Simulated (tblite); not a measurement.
Species: C₇H₁₀P₂.
Cartesian coordinates in Å at the GFN2-xTB level; atoms count from 1:
```xyz
19
C7H10P2 angstrom
C     -2.1148   -1.2210    0.1784
C     -1.5450   -0.0382   -0.6056
C     -0.0413    0.0191   -0.4503
P      0.7743   -0.9704   -1.6504
C      2.4507   -0.8301   -1.2415
C      3.0218   -0.1062   -0.2269
P      2.2407    0.8889    0.9549
C      0.5324    0.7504    0.5685
C     -0.3338    1.5646    1.4979
H     -3.1947   -1.2716    0.0589
H     -1.6798   -2.1507   -0.1857
H     -1.8867   -1.1334    1.2385
H     -2.0153    0.8880   -0.2751
H     -1.7858   -0.1779   -1.6636
H      3.1136   -1.3933   -1.8924
H      4.1034   -0.1415   -0.1299
H     -0.8446    2.3581    0.9516
H      0.2816    2.0276    2.2691
H     -1.0865    0.9470    1.9844
```

Level: GFN2-xTB in tblite, geometry and Hessian alike; calculated harmonic values, unscaled, isolated species. Errors from tens to a few hundred cm⁻¹ against measured bands are possible. One conformer, not necessarily the lowest.

Harmonic wavenumbers (cm⁻¹): 75.4, 91.5, 125.8, 188.5, 197.7, 207.6, 318.4, 334.2, 348.3, 366.1, 376.1, 417.8, 555.4, 592.6, 623.4, 729.8, 754.7, 799.2, 867.0, 886.4, 925.5, 970.2, 1004.7, 1010.9, 1074.5, 1105.1, 1112.2, 1188.2, 1190.3, 1241.0, 1310.8, 1326.1, 1364.9, 1397.3, 1410.7, 1469.0, 1480.4, 1488.5, 1495.8, 1498.9, 1503.2, 2950.0, 2990.4, 2991.8, 2994.8, 3003.2, 3006.7, 3017.9, 3019.2, 3029.9, 3034.1.

A = 1607, B = 1127, C = 710.7 MHz; mass 156.026 u (most abundant isotopes); point group C1, symmetry number 1.

Q: What is the zero-point energy?

A: ½Σν̃ = 32731 cm⁻¹ = 391.55 kJ/mol.

Q: Entropy at 273.15 K, 1 bar (ideal gas, RRHO, classical rotation)?

A: Translation 170.02, rotation 124.02, vibration 102.99: S = 397.0 J/(mol K).

Q: And Cp and H(273.15 K) − H(0)?

A: Cp = 153.05 J/(mol K), of which vibrations give 119.79 (their classical limit is 51 R = 424.0); H(273.15 K) − H(0) = 25.05 kJ/mol without the zero-point energy, 15.96 from vibrations.

Q: Which modes carry the vibrational entropy at 273.15 K?

A: 75.4 cm⁻¹: 16.05; 91.5 cm⁻¹: 14.46; 125.8 cm⁻¹: 11.89; 188.5 cm⁻¹: 8.71; 197.7 cm⁻¹: 8.34; 207.6 cm⁻¹: 7.97 J/(mol K); the other 45 give 35.57 together.

Q: What must be added to the electronic energy to get the Gibbs energy at 273.15 K and 1 bar?

A: ZPE + [H(273.15 K) − H(0)] − T·S = 391.55 + 25.05 − 108.45 = 308.15 kJ/mol.

Hindered rotation and anharmonicity are outside this model. Other conformers, if any are populated, would add a mixing term that is left out. The structure is chiral; the term R ln 2 for an equal mix with its mirror image is left out.
